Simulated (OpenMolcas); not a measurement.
Au2+: moving or changing the point charges

Au2+ among 4 point charges of -2.5 e arranged as a square (D4h), 2.18 Å from the ion.
```
   2.1800    0.0000    0.0000  -2.50
   0.0000    2.1800    0.0000  -2.50
  -2.1800    0.0000    0.0000  -2.50
   0.0000   -2.1800    0.0000  -2.50
```

* Program: OpenMolcas 26.06
* Method: SS-CASPT2, IPEA 0.25 Eh, imaginary shift 0.1 Eh (closed shells correlated: 5s 5p)
* Basis: ANO-RCC-VDZP [7s6p4d2f]
* Scalar Hamiltonian: DKH2, point nucleus
* Active space: 9 electrons in 5 orbitals (5d)
* State averaging: 2S+1 = 2 even, 5 roots
* Spin-orbit coupling: RASSI with atomic mean-field integrals over the reference wave functions

Runs around this geometry, states (labels of D4, the rotations of D4h). Energies in cm-1 above the lowest state or level, χT in cm3 K/mol.

```csv
R (Å),q (e),Ground state,First state of that spin,First gap with spin-orbit (degeneracies),χT at 300 K
2.18,-1.25,2B1,2B2 4970,"7450 (2, 2)",1.053
2.18,-2.5,2B1,2B2 8940,"12600 (2, 2)",0.950
2.28,-2.5,2B1,2B2 7460,"11200 (2, 2)",0.990
```

Taking the first state of the same spin as R^-n, n = -ln(7460 / 8940) / ln(2.28 / 2.18) = 4.0 between the shortest and longest distance.

Scaling the charges by -1.25 / -2.5 = 0.50 scales the first state of the same spin by 4970 / 8940 = 0.56; with fixed orbitals a first-order splitting would follow the charge.

Free-ion shares, where given, are those of the reference states; single-state CASPT2 does not remix them. Point charges carry no covalency, so the field is a model and not that of real ligands. No measured value stands beside these numbers.
